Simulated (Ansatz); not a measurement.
`[CH3][SnH]([CH3])[CH3]` + H₂O → `[CH3][SnH]([CH3])[OH]` + CH₄ at 600 K and 1 bar (formal hydrolysis of the Sn–C bond).

Program: Ansatz. Geometries: PBE0-D4/def2-TZVP. ΔE: electronic, gas phase. CBS: MP2 limit from def2 TZ/QZ plus the TZ coupled-cluster correction, frozen cores. This one scheme is used for every species. def2 core potentials past Kr. For Sn outer-core shells are correlated without core-valence functions, which leaves a few kJ/mol of doubt a bond. One conformer a species, not always the lowest.

| species | CCSD(T)/CBS energy (Eh) | H − E (kJ/mol) | S (J/(mol·K)) |
| --- | --- | --- | --- |
| `[CH3][SnH]([CH3])[CH3]` | -334.20908 | 376.0 | 488.1 |
| H₂O | -76.37941 | 76.8 | 212.8 |
| `[CH3][SnH]([CH3])[OH]` | -370.14409 | 311.1 | 488.2 |
| CH₄ | -40.46206 | 140.4 | 215.7 |

H − E and S are ideal-gas, rigid-rotor, harmonic terms from PBE0-D4/def2-TZVP, for one conformer and one mirror image of each species. 1 Eh = 2625.50 kJ/mol, R = 8.31446 J/(mol·K).

By hand: ΔE, ΔH, ΔS and ΔG.

ΔE = (-370.14409) + (-40.46206) − (-334.20908) − (-76.37941) = -0.01766 Eh = -46.4 kJ/mol. Δ(H − E) = 311.1 + 140.4 − 376.0 − 76.8 = -1.3, so ΔH = -47.7 kJ/mol. ΔS = 488.2 + 215.7 − 488.1 − 212.8 = 3.0 J/(mol·K). ΔG = -47.7 − 600 × (3.0)/1000 = -49.5 kJ/mol.

By hand: the equilibrium constant, and the temperature at which ΔG would vanish if ΔH and ΔS stayed fixed.

log₁₀ K = −ΔG/(RT ln 10) = 4.3. ΔH and −TΔS have one sign here, so there is no such temperature.

The number of gas molecules stays the same, so ΔS is small and ΔH decides. A doubt of 5 kJ/mol in ΔE shifts log₁₀ K by 0.4 here. Other conformers and mirror images would add mixing entropy, several J/(mol·K) or more a flexible species. Modes under 60 cm⁻¹, often nearly free rotors, make the harmonic entropy too high. These are equilibria of isolated gas molecules and say nothing of rates. Largest T1 diagnostic: 0.012 (customary marks: 0.02 for closed shells, 0.045 for open ones).

ΔS is within the doubt of such terms, so its sign, and with it that verdict, could turn.
